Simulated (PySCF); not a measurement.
Species: C₅H₂FO₂S (charge -1).
SMILES: `O=C([O-])c1ccc(F)s1`

Structure optimised with GFN2-xTB, isolated species.

Masses are those of the commonest isotopes; rigid-rotor values at the optimised geometry. 

Task: Give the principal moments of inertia and the rotational constants in MHz.

Result: Ia = 137.88, Ib = 524.09, Ic = 661.97 u·Å²; 505379 MHz·u·Å²/I gives A = 3665, B = 964.3, C = 763.4 MHz.

Task: What kind of rotor is it?

Result: An asymmetric top. Ray's parameter κ = (2B − A − C)/(A − C) = -0.862; −1 is the prolate and +1 the oblate limit.

Task: What does the inertial defect say?

Result: Planar: Δ = Ic − Ia − Ib = 0.00 u·Å². For a rigid frame Δ = −2 Σ m c², so it vanishes when all atoms lie in the ab plane; here none is more than 0.01 Å from it.

Task: Give the coordinates in the principal-axis frame, origin at the centre of mass.

Result: The sense of each axis is arbitrary; atoms in the order of the calculation.
| atom | mass (u) | a (Å) | b (Å) | c (Å) |
| --- | --- | --- | --- | --- |
| O1 | 15.995 | -2.148 | -1.292 | 0.000 |
| C2 | 12.000 | -2.079 | -0.050 | 0.000 |
| O3 | 15.995 | -2.955 | 0.815 | -0.001 |
| C4 | 12.000 | -0.611 | 0.409 | 0.001 |
| C5 | 12.000 | 0.072 | 1.584 | 0.000 |
| C6 | 12.000 | 1.478 | 1.411 | 0.000 |
| C7 | 12.000 | 1.799 | 0.093 | 0.001 |
| F8 | 18.998 | 3.062 | -0.396 | -0.001 |
| S9 | 31.972 | 0.430 | -0.969 | 0.001 |
| H10 | 1.008 | -0.416 | 2.542 | 0.000 |
| H11 | 1.008 | 2.200 | 2.211 | 0.001 |

Task: Where do the levels up to J = 3 lie, in MHz?

Result: Above 0(0,0):
J = 1: 1(0,1) 1728, 1(1,1) 4429, 1(1,0) 4630
J = 2: 2(0,2) 5172, 2(1,2) 7683, 2(1,1) 8286, 2(2,1) 16389, 2(2,0) 16400
J = 3: 3(0,3) 10313, 3(1,3) 12559, 3(1,2) 13763, 3(2,2) 21572, 3(2,1) 21626, 3(3,1) 35586, 3(3,0) 35586
Those of J = 1 are B + C, A + C and A + B.

Task: Estimate the classical rotational partition function at 25 K, 100 K and 200 K.

Result: Point group Cs, symmetry number σ = 1; q = (√π/σ)·√((kT/h)³/(ABC)), k/h = 20836.6 MHz/K: 12800 at 25 K, 103000 at 100 K, 290000 at 200 K.

Stationary, but not proved a minimum. Constants of a rigid frame at the computed geometry: no zero-point averaging, no centrifugal distortion.

The values belong to the conformer `[O:1]=[C:2]([O-:3])[c:4]1[cH:5][cH:6][c:7]([F:8])[s:9]1`: O1–C2–C4–C5 180°.
